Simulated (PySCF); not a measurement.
A search over the determinants of CsPb

Unrestricted PBE0; Cs def2-SVPD with ECP46, Pb def2-SVPD with ECP60; scalar-relativistic core potentials (PySCF 2.14). Outer shells of the fragments: Cs 6s1; Pb 5d10 6s2 6p2.

Followed along the bond (rough minima from three points):

```json
{"2Ms+1": "4", "unpaired": "σ ↑, π ↑↑", "⟨S²⟩ at the start": "3.75", "R at minimum (Å)": "3.64", "Te (eV)": "0.00"}
{"2Ms+1": "2", "unpaired": "σ ↓, π ↑↑", "⟨S²⟩ at the start": "1.76", "R at minimum (Å)": "3.70", "Te (eV)": "0.48"}
{"2Ms+1": "2", "unpaired": "σ ↑, π ↑↓", "⟨S²⟩ at the start": "1.76", "R at minimum (Å)": "3.66", "Te (eV)": "0.49"}
{"2Ms+1": "2", "unpaired": "π ↑", "⟨S²⟩ at the start": "0.78", "R at minimum (Å)": "3.95", "Te (eV)": "0.66"}
{"2Ms+1": "2", "unpaired": "σ ↑", "⟨S²⟩ at the start": "0.75", "R at minimum (Å)": "3.67", "Te (eV)": "1.15"}
```

Solutions found at the starting distance of 3.600 Å, counted from the lowest of them; the search is not exhaustive and high or unbound solutions are not listed, so other states can lie among these:

| 2Ms+1 | unpaired | term | E (eV) | ⟨S²⟩ | ⟨Lz²⟩ | μ (D) |
| --- | --- | --- | --- | --- | --- | --- |
| 4 | σ ↑, π ↑↑ | ⁴Σ⁻ | 0.00 | 3.75 | 0.00 | -10.07 |
| 2 | σ ↓, π ↑↑ | mixed | 0.48 | 1.76 | 0.00 | -9.10 |
| 2 | σ ↑, π ↑↓ | mixed | 0.49 | 1.76 | 2.01 | -9.68 |
| 2 | π ↑ | ²Π | 0.75 | 0.78 | 1.00 | -6.74 |
| 2 | σ ↑ | mixed | 1.15 | 0.75 | 2.00 | -9.61 |
| 2 | π ↑ | ²Π | 1.45 | 0.75 | 1.01 | -11.06 |

A term symbol is given only where ⟨S²⟩ and ⟨Lz²⟩ are close to those of a pure state; real π, δ and φ orbitals otherwise mix terms. A positive dipole means Cs(−)Pb(+).

Spin–orbit coupling is left out, which matters for elements this heavy, above all for dissociation energies.
